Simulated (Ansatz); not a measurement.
Spectroscopic constants of NaLi-, multiplicity 2 (lowest of 2S+1 = 2, 4 at CCSD(T)/def2-TZVPP on PBE0 minima; our sources give no spin for the ground state, which may be another). The T1 diagnostic near the minimum is 0.067, so single-reference values are doubtful.

Constants: fifth-degree fit in 1/R to seven points, most abundant isotopes. In def2 and cc sets the state is the lowest found near the PBE0 minimum, followed along R.

Correlated levels freeze the inner cores; with def2 sets outer-core shells near the valence are correlated too.

Codes used: Ansatz (an electronic-structure program) with Gaussian orbitals. Values without a source in brackets are computed.

What bond length and harmonic frequency does CAM-B3LYP/def2-TZVPP give?

r_e = 3.366 Å, ω_e = 152 cm⁻¹.

What bond length and harmonic frequency does wB97X-V/def2-TZVPP give?

r_e = 3.419 Å, ω_e = 155 cm⁻¹.

What bond length and harmonic frequency does CCSD(T)/def2-TZVPP give?

r_e = 3.375 Å, ω_e = 164 cm⁻¹.

Doubts at one or more of the structures used: a spin-contaminated determinant (CCSD(T)/def2-TZVPP); T1 above 0.05 (CCSD(T)/def2-TZVPP).
